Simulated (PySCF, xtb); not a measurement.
Isomers of H4OSeSi in order of energy

3 gas-phase structures of H4OSeSi, found in a search over its isomers (lower ones may exist). Each was relaxed with GFN2-xTB; where two conformers were screened, the lower at r2SCAN-D4/def2-SVP is listed:

A. `O[SiH2][SeH]`, a singlet
B. `[SiH3]O[SeH]`, a singlet
C. `O[Se][SiH3]`, a singlet

Problem. Make a reasoned guess at their ranking by r2SCAN-D4/def2-SVP single-point energy.

Solution. Calculated order at r2SCAN-D4/def2-SVP: A (0.0), B (47.3), C (52.1) kcal/mol.

Energies above the lowest of each column, in kcal/mol; the last columns are at PBE0-D4/def2-SVP geometries and were run for some of them only (a dash: not run or not comparable):

```json
{"structure": "A", "GFN2-xTB": "0.0", "HF/STO-3G": "0.0", "r2SCAN-D4/def2-SVP": "0.0", "PBE0-D4/def2-SVP": "0.0", "CCSD(T)/def2-SVP + ΔMP2/def2-TZVPP": "0.0"}
{"structure": "B", "GFN2-xTB": "25.4", "HF/STO-3G": "37.5", "r2SCAN-D4/def2-SVP": "47.3", "PBE0-D4/def2-SVP": "46.5", "CCSD(T)/def2-SVP + ΔMP2/def2-TZVPP": "44.4"}
{"structure": "C", "GFN2-xTB": "36.8", "HF/STO-3G": "25.7", "r2SCAN-D4/def2-SVP": "52.1", "PBE0-D4/def2-SVP": "–", "CCSD(T)/def2-SVP + ΔMP2/def2-TZVPP": "–"}
```

Every level run on A puts it lowest or level with the lowest. Flexible structures stand in one conformer each, not always the lowest. Frequencies (GFN2-xTB) were run for A alone. ΔMP2 is the change of the MP2 energy from the smaller to the larger basis.

Programs: PySCF 2.14.0, xtb 6.7.1.
